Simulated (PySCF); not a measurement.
# Ionising SnH

PBE; basis Sn def2-TZVPPD with ECP28, H def2-TZVPPD; scalar-relativistic core potentials; PySCF 2.14. Neutral (UKS): doublet (π ↑), Re = 1.797 Å, ωe = 1639 cm⁻¹, De = 2.65 eV, HOMO -4.05 eV, LUMO -3.92 eV.

SnH⁺ (UKS): singlet (closed shell), Re = 1.780 Å, ωe = 1752 cm⁻¹, De = 2.75 eV to Sn⁺ + H. The energies at the minima are -214.84648 hartree for SnH and -214.58352 for SnH⁺.

Q: Work out the adiabatic ionisation energy, without and with harmonic zero-point energies (1 hartree = 27.2114 eV, 1 eV = 8065.5 cm⁻¹), and the change of the bond length.

A: At PBE: 0.26296 hartree = 7.156 eV between the minima; the zero-point term (1752.0 − 1639.0)/2 cm⁻¹ = +0.007 eV makes it 7.163 eV. Re changes by -1.7 pm against the neutral. The electron leaves a π orbital, which is non-bonding in a hydride.

SnH⁻ (UKS): triplet (π ↑↑), Re = 1.831 Å, ωe = 1462 cm⁻¹, De = 2.58 eV to Sn⁻ + H. The energies at the minima are -214.84648 hartree for SnH and -214.89176 for SnH⁻.

Q: Work out the adiabatic electron affinity, without and with harmonic zero-point energies (1 hartree = 27.2114 eV, 1 eV = 8065.5 cm⁻¹), and the change of the bond length.

A: At PBE: 0.04528 hartree = 1.232 eV between the minima; the zero-point term (1639.0 − 1462.0)/2 cm⁻¹ = +0.011 eV makes it 1.243 eV. Re changes by +3.4 pm against the neutral. The electron enters a π orbital, which is non-bonding in a hydride.

These are scalar-relativistic numbers at best; spin–orbit coupling would shift them, the dissociation energy most. For an ion De counts to the pair picked by the measured ionisation energies or electron affinities, which need not be the lowest pair at this level. The highest Kohn–Sham level is positive in this anion. Much of that is self-interaction error, but it also means that the finite basis helps to hold the extra electron. States were picked by a PBE0 search and need not be the measured ground states.
